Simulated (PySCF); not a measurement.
Dipole moment and polarisability of SnH2MePh

Compound: SnH2MePh, C₇H₁₀Sn.
Cartesian coordinates in Å at the PBE0-D3(BJ)/def2-SVP level; atoms count from 1:
```xyz
18
C7H10Sn angstrom
Sn     1.2489    1.4759    0.8615
H      1.2636    1.4673    2.5800
H      2.8571    1.4770    0.2559
C      0.2010    3.2146    0.1471
H      0.6748    4.1318    0.5244
H     -0.8431    3.1838    0.4889
H      0.2136    3.2309   -0.9517
C      0.2616   -0.3061    0.1840
C      0.5626   -0.8611   -1.0673
C     -0.0991   -2.0017   -1.5223
C     -1.0732   -2.6066   -0.7292
C     -1.3812   -2.0682    0.5192
C     -0.7176   -0.9272    0.9711
H      1.3280   -0.4056   -1.7033
H      0.1492   -2.4216   -2.5005
H     -1.5912   -3.5012   -1.0837
H     -2.1411   -2.5408    1.1470
H     -0.9701   -0.5242    1.9567
```

Level: wB97X-D/def2-SVPD (PySCF), static field, nuclei fixed, core orbitals frozen in the response. The polarisability tensor in these axes (au):

```
x   110.40  21.91  -4.45
y    21.91 140.29  13.86
z    -4.45  13.86 116.62
```

**Question.** What are the eigenvalues, a third of the trace, and Δα (Δα² = ½Σ(αi − αj)² over the three pairs)?

**Answer.** Principal values 93.70, 118.88 and 154.73 au; mean 122.44 au = 18.14 Å³ = 20.19 × 10⁻⁴⁰ C²·m²/J; Δα = 53.13 au (43 % of the mean).

**Question.** What is the dipole moment, and where does it point?

**Answer.** (-0.58, 0.06, -0.40) D, 0.70 D in size, pointing from the negative to the positive side. Measured along this direction, the outermost atoms are H2 and H3 at the negative end and H16 at the positive end.

**Question.** What would n − 1 = 2πNα be for an ideal gas of these molecules at 298.15 K and 1 atm, electronic part alone?

**Answer.** N = p/kT = 2.4615 × 10¹⁹ cm⁻³, so n − 1 = 2π × N × 18.14 × 10⁻²⁴ cm³ = 2806 × 10⁻⁶ at long wavelengths.

**Question.** Find the Langevin capture rate constant for NO+ (29.998 u) meeting this molecule (213.980 u), k = 2.342 × 10⁻⁹ cm³/s × √(α in Å³ / reduced mass in u).

**Answer.** The reduced mass is 26.31 u, so k = 1.94 × 10⁻⁹ cm³/s. The formula leaves out the permanent dipole, which adds to the capture rate.

**Question.** Estimate the molar refractivity from the static electronic polarisability.

**Answer.** Lorentz–Lorenz: R = (4π/3)N_A α = 2.5225 cm³/(mol·Å³) × 18.14 Å³ = 45.8 cm³/mol, in the limit of long wavelengths.

**Question.** Orientational against electronic polarisability at 350 K (dilute gas, rigid molecules)?

**Answer.** In Gaussian units μ²/3kT = 3.42 Å³ against 18.14 Å³, a ratio of 0.19; the Debye molar polarisation (4π/3)N_A(α + μ²/3kT) is 54.4 cm³/mol, leaving out the vibrational part.

**Question.** Form Σ f/ω² (atomic units) for the 10 lowest TDDFT singlets, given as eV and f, and set it beside the mean polarisability, which is this sum over all singlets: 5.41, 0.0003; 6.06, 0.0693; 6.41, 0.0110; 6.56, 0.0006; 6.85, 0.9179; 6.93, 0.3480; 7.17, 0.0327; 7.30, 0.0032; 7.58, 0.0448; 7.73, 0.1150.

**Answer.** They add up to 23.97 au, 19.6 % of the 122.44 au; the largest single term is 14.47 au, from the state at 6.85 eV. Terms in order: 0.01, 1.40, 0.20, 0.01, 14.47, 5.37, 0.47, 0.04, 0.58, 1.42 au. Higher excitations give the rest. The strengths listed sum to 1.543.

Geometry: PBE0-D3(BJ)/def2-SVP, one conformer, isolated molecule. Atoms past krypton carry effective core potentials; spin–orbit coupling is left out.

The run behind these numbers computed excited states as well. Time: 3.5 min wall (with the writing of density and orbital grids); peak memory 1.4 GiB. Hardware: AMD EPYC, one thread (shared host).
